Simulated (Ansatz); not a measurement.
Mulliken charges of `S=[C]1[NH][GeH2]1` from B3LYP/def2-TZVPP in Ansatz (PBE0-D4/def2-TZVP geometry).

| atom | x (Å) | y (Å) | z (Å) | charge (e) |
| --- | --- | --- | --- | --- |
| S1 | -1.556 | -2.064 | 0.560 | -0.253 |
| C2 | -0.556 | -0.851 | 0.223 | 0.095 |
| N3 | 0.727 | -0.572 | 0.119 | -0.267 |
| Ge4 | -0.187 | 1.030 | -0.267 | 0.238 |
| H5 | 1.503 | -1.209 | 0.261 | 0.158 |
| H6 | 0.098 | 2.118 | 0.777 | 0.015 |
| H7 | 0.033 | 1.480 | -1.718 | 0.015 |

Task: By hand: the dipole of these point charges (1 e Å = 4.8032 D).

Result: Σ q r = (0.342, 0.702, -0.189) e Å, of length 0.803 e Å = 3.86 D.

Task: How does the dipole of the full density compare? (An estimate is asked.)

Result: The calculation gave: (0.499, 0.568, -0.158) e Å, 3.71 D; the point charges give 1.04 times that, at 15° from its direction.

Point charges leave out the atoms' own dipoles, such as those of lone pairs, and Mulliken's split depends on the basis, so the close match here is no proof of good charges.

B3LYP here is the variant with VWN-RPA as its local correlation; programs differ in this.
